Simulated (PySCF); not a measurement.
Level of theory: PBE-D3(BJ)/def2-TZVP // PBE0-D3(BJ)/def2-TZVP (PySCF). Gas-phase values, no solvent. 

Reference species (SMILES): `[AlH3]` (neutral, multiplicity 1).

HOMO–LUMO gap: 4.77 eV
LUMO: -2.53 eV
HOMO: -7.30 eV

Changed species: `[Cl][AlH][Cl]` (2 of 3 H replaced by Cl; the reference has 0 of 3 H replaced by Cl).

What does the change do to the HOMO–LUMO gap, LUMO and HOMO?

the HOMO–LUMO gap rises by 0.98 eV, to 5.75 eV; the LUMO increases by 0.34 eV, to -2.19 eV; the HOMO decreases by 0.64 eV, to -7.94 eV.
